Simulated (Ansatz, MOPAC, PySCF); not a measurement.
The molecule RhN, closed-shell singlet (lowest of 2S+1 = 1, 3, 5, 7 at CCSD(T)/def2-TZVPP on PBE0 minima; our sources give no spin for the ground state, which may be another). No spin–orbit coupling.

Seven points along R, fitted to fifth degree in 1/R; most abundant isotopes. Runs in def2 and cc sets follow the lowest solution found near the PBE0 minimum. The singlet is held restricted.

Programs: Ansatz (a quantum-chemistry and plane-wave program); MOPAC for PM7 (differences of heats of formation); PySCF for LANL2DZ rows.  In def2 rows elements past Kr take small-core potentials, without spin–orbit coupling.

```tsv
level	r_e (Å)	ω_e (cm⁻¹)	α_e (cm⁻¹)	ω_e x_e (cm⁻¹)	dipole (D)
PM7	1.652	1004	0.0032	6.3	-
SVWN5/def2-TZVPP	1.580	1106	0.0033	4.8	1.25
PBE/def2-TZVPP	1.601	1047	0.0034	4.8	1.43
r2SCAN/def2-TZVPP	1.590	1076	0.0033	4.5	1.63
B97M-V/def2-TZVPP	1.591	1046	0.0036	5.1	1.38
B3LYP/LANL2DZ	1.673	987	0.0030	4.1	2.47
B3LYP/def2-TZVPP	1.593	1052	0.0034	4.6	1.73
PBE0/def2-TZVPP	1.579	1085	0.0033	4.5	1.80
BHLYP/def2-TZVPP	1.573	1069	0.0035	4.4	2.16
CAM-B3LYP/def2-TZVPP	1.579	1084	0.0033	4.5	1.96
wB97X-V/def2-TZVPP	1.578	1086	0.0033	4.2	2.18
wB97M-V/def2-TZVPP	1.581	1070	0.0033	3.9	2.14
B2PLYP/def2-TZVPP	1.626	973	0.0039	7.0	-
```

Correlated levels freeze the inner cores; with def2 sets outer-core shells near the valence are correlated too. Rows in LANL2DZ carry no dispersion term and start afresh at each structure. LANL2DZ brings its own core potentials from Na on. The state that PM7 reach isn't checked; PM7 holds dispersion and hydrogen-bond terms.

Doubts at one or more of the structures used: a restricted determinant that unrestricted orbitals would lower (B2PLYP/def2-TZVPP).
